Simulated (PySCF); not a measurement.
What went wrong, or what changed?

The sound run of [Cs3]+ (singlet) uses PySCF 2.14.0, RKS r2SCAN, Cs def2-SVP with ECP46; non-relativistic Hamiltonian with scalar-relativistic core potentials where named; density fitting; no spin-orbit coupling, grid (50, 194), threshold 1e-8 and 55 cycles at the relaxed geometry. This run, with dm0 from free metal ions and neutral atoms, differs:

```python
mol = gto.M(atom='''
Cs     3.10231    -0.00001    -0.00000
Cs    -1.55115     2.68669     0.00000
Cs    -1.55116    -2.68668    -0.00000''',
    basis={'Cs': 'def2-SVP'},
    ecp={'Cs': 'def2-SVP'},
    charge=1, spin=0)
mf = dft.RKS(mol, xc='R2SCAN')
mf.grids.atom_grid = (50, 194)
mf = mf.density_fit()  # fitting sets: Cs def2-universal-JKFIT
mf.conv_tol = 1e-08; mf.max_cycle = 3
mf.kernel(dm0)
```

Problem. What was changed, and how did it end?

Solution. The cycle limit was cut. The SCF did not converge. These settings are unsound on purpose: the numbers aren't the compound's.
```
init E= -59.8123745622672
cycle= 1 E= -60.3275403683355  delta_E= -0.515  |g|= 0.198  |ddm|= 1.59
cycle= 2 E= -60.3396321406521  delta_E= -0.0121  |g|= 0.153  |ddm|= 1.08
cycle= 3 E= -60.3542217439156  delta_E= -0.0146  |g|= 0.0132  |ddm|= 0.541
SCF not converged.
```

Run from Python with OMP_NUM_THREADS=2; the lines above give its settings.
It took 0.4 s on 2 threads of Arm Neoverse V1 (shared host).

No frequency check is given that shows the relaxed geometry to be a minimum.
